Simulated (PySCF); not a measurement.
## Tc²⁺: excitation energy

Tc²⁺ [Kr] 4d5 (6S) → Tc²⁺ [Kr] 4d4 5s1 (6D), as a difference of total energies. Computed with PySCF 2.14 in x2c-QZVPPall (13s8p7d4f2g, 118 functions), with scalar relativity by spin-free X2C-1e. The calculations carry no spin-orbit coupling.

```
 method  excitation energy (cm⁻¹)
    UHF                     45610
  M06-L                     50467
  wB97X                     47701
wB97M-V                     45588
```

The basis was made for the ground configuration and has no added diffuse functions, so the excitation energy can come out too high.
